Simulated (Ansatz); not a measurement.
Mulliken charges of CH₅AlO₂ (`[CH3][Al]([OH])[OH]`) from ωB97M-V/def2-TZVPP in Ansatz (PBE0-D4/def2-TZVP geometry).

```csv
atom,x (Å),y (Å),z (Å),charge (e)
C1,-0.049,1.087,-1.053,-0.533
Al2,0.023,-0.300,0.292,0.675
O3,1.027,-1.642,0.024,-0.395
O4,-0.919,-0.137,1.696,-0.393
H5,-0.449,0.698,-1.994,0.112
H6,-0.676,1.923,-0.738,0.120
H7,0.951,1.472,-1.273,0.114
H8,1.136,-2.382,0.616,0.150
H9,-0.955,-0.765,2.413,0.151
```

Task: By hand: the dipole of these point charges (1 e Å = 4.8032 D).

Result: Σ q r = (0.000, -0.076, 0.082) e Å, of length 0.112 e Å = 0.54 D.

Task: How does the dipole of the full density compare? (Best estimate.)

Result: The calculation gave: (0.013, -0.253, 0.240) e Å, 1.68 D; the point charges give 0.32 times that, at 4° from its direction.

Point charges leave out the atoms' own dipoles, such as those of lone pairs, and Mulliken's split depends on the basis, so the two needn't agree.
